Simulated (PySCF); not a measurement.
# Absolute configuration from chiroptical data

Computed with TDDFT B3LYP/def2-SVPD circular dichroism and optical rotation, one conformer, gas phase (PySCF 2.14.0). Geometry: GFN2-xTB.

States above about 6.9 eV lie in this functional's continuum (it starts at minus the energy of the highest occupied orbital, well below the true ionisation energy for most functionals) and depend on the basis.

Values for one enantiomer of C5H5F3S, R in 10⁻⁴⁰ esu² cm² (velocity form):
```
λ (nm)       f      R
   247  0.0004   -4.9
   197   0.021  +17.0
   188   0.018  +16.2
   180   0.004   +4.9
   174   0.009    0.0
   170   0.011   -4.1
   165   0.022  -20.2
   162   0.025   -6.5
```

[α] at 589.3 nm: -32 deg dm⁻¹ (g/mL)⁻¹ (origin-invariant length gauge).

Question: Which structure gives these signs?
A. F[C@H]1S[C@H]2C[C@@H]1C2(F)F
B. F[C@@H]1S[C@@H]2C[C@H]1C2(F)F

Answer: B. Its CIP labels in SMILES order are R, R, S; the other enantiomer gives every sign reversed.

Geometry of F[C@@H]1S[C@@H]2C[C@H]1C2(F)F as run:
```xyz
14

F     2.424   -0.400    0.616
C     1.366    0.446    0.485
S     0.204    0.284    1.913
C    -1.040   -0.238    0.686
C    -0.265   -1.213   -0.213
C     0.484    0.049   -0.691
C    -0.832    0.793   -0.430
F    -1.725    0.686   -1.442
F    -0.784    2.108   -0.130
H     1.763    1.464    0.438
H    -2.013   -0.448    1.112
H    -0.884   -1.654   -0.990
H     0.334   -1.970    0.286
H     0.967    0.093   -1.662
```
